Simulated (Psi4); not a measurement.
Noncovalent pair: H2 (SMILES [H][H]) (first 2 atoms) with Si2H6 (SMILES [SiH3][SiH3]); geometry from B3LYP-D3(BJ)/def2-TZVP, rigid monomers moved along the line of their centres of mass till H2···Si4 is 6.31 Å.
(charge 0, multiplicity 1):
```xyz
10

H      0.55671    -0.76273     0.05312
H     -0.09818    -0.57641    -0.24715
Si     0.78764     0.53494     6.41484
Si    -1.36068     1.13639     5.69466
H      1.58582    -0.00511     5.28768
H      0.70169    -0.50221     7.47181
H      1.49212     1.71717     6.96830
H     -1.28224     2.18095     4.64527
H     -2.14515     1.66917     6.83561
H     -2.07053    -0.04192     5.14119
```

Calculation: Psi4 1.11 with SAPT0/jun-cc-pV(D+d)Z.

### Question
Which attractive term is largest, and how does the interaction split up?

### Answer
electrostatics -0.2, exchange 0.0, induction 0.0, dispersion -0.5, total -0.7 meV; the largest attraction is dispersion.
